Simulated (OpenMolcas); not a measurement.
# Pt2+ in CaO

Pt2+ with its 6 nearest oxide ions at 2.259 Å, on the Ca site of CaO (a = 4.8105 Å, distance in the model lattice 2.405 Å). The rest of the host is ab initio model potentials to 7.6 Å, with orthogonalisation functions on the cations behind the ligands, and point charges beyond; the distance is set by hand and nothing relaxes. Ligand basis ANO-RCC-VDZP.

```json
{
  "Program": "OpenMolcas 26.06",
  "Method": "SS-CASPT2, IPEA 0.25 Eh, imaginary shift 0.1 Eh (closed shells correlated: 5s 5p and the ligand valence shells)",
  "Basis": "ANO-RCC-VDZP [7s6p4d2f]",
  "Scalar Hamiltonian": "DKH2, point nucleus",
  "Active space": "8 electrons in 5 orbitals (5d)",
  "State averaging": "2S+1 = 3 even, 10 roots; 2S+1 = 1 even, 15 roots",
  "Spin-orbit coupling": "RASSI with atomic mean-field integrals over the reference wave functions"
}
```

The lowest spin-free states (labels of O, the rotations of Oh), above the lowest:

```
State  Degeneracy  E (cm-1)
  3A2           1         0
   1E           2      6940
  1A1           1     14910
  3T2           3     21380
  3T1           3     27510
  1T2           3     28610
  1T1           3     31570
  3T1           3     45210
   1E           2     51930
  1T2           3     52030
  1A1           1     64160
```

The lowest levels with spin-orbit coupling:

```
E (cm-1)  Degeneracy  Label      2S+1
       0           3     T2         3
    6420           2      E  1 (89 %)
   14320           1     A1  1 (83 %)
   19750           2      E         3
   19970           3     T1         3
   22510           3     T2  3 (84 %)
   25440           1     A2         3
   29480           3     T2  3 (61 %)
   29490           1     A1  3 (83 %)
   29650           3     T1         3
   31410           3     T2  3 (63 %)
   31980           2      E  3 (87 %)
   34560           3     T1  1 (86 %)
   44210           1     A1  3 (87 %)
   47480           3     T1         3
   48860           2      E         3
   48860           3     T2  3 (71 %)
   56020           2      E  1 (86 %)
   56580           3     T2  1 (77 %)
   69760           1     A1  1 (86 %)
```

Powder χT (cm3 K/mol): 1.49 at 2 K, 1.49 at 10 K, 1.49 at 50 K, 1.49 at 100 K, 1.5 at 200 K, 1.5 at 300 K. The effective moment at 300 K is 2.828 √(χT) = 3.47 μB.

The lowest level has 2S+1 = 3, for which the spin-only value is χT = S(S+1) / 2 = 1.000 cm3 K/mol (g = 2). The computed 1.504 at 300 K differs by +0.504, through orbital momentum, spin-orbit coupling and any other state in reach.

A least-squares ligand-field fit to the states below 45000 cm-1, each weighted by its degeneracy and with a free common offset, gives 10Dq = 21518 cm-1, B = 598 cm-1 and C = 1498 cm-1 (C/B = 2.50), with an rms deviation of 269 cm-1.

The same method and metal basis give the free ion B = 789 cm-1 (fit to its terms below 60000 cm-1, rms deviation 485 cm-1), so the nephelauxetic ratio is β = 598 / 789 = 0.76; it hangs on how both fits weigh the states, and computed free-ion B values tend to be too large, so β mixes covalency with correlation.

Roots that are degenerate in the reference are averaged as groups; the widest CASPT2 spread within a group is 100 cm-1 (the 3-fold group of multiplicity 1 near 31600 cm-1 above the lowest state of its run). Shifts and gaps below about the spread of the groups concerned are not significant. Over all roots computed the reference weight is 0.68 to 0.69; a low but even weight reflects the number of correlated electrons. Real 4d8 and 5d8 ions are as a rule square planar and diamagnetic. The least metal-like active orbital is 80 % on the metal (Löwdin) and no ligand orbital is active, so the numbers are rough. Ligand-to-metal charge-transfer states are missing. With no ligand orbital active B as a rule stays too high, so bands that hang on it stand too high and its fall with covalency is understated. With one d shell and no ligand orbital active, 10Dq can be off by a tenth or more. No measured value stands beside these numbers; the geometry was set by hand and not optimised.
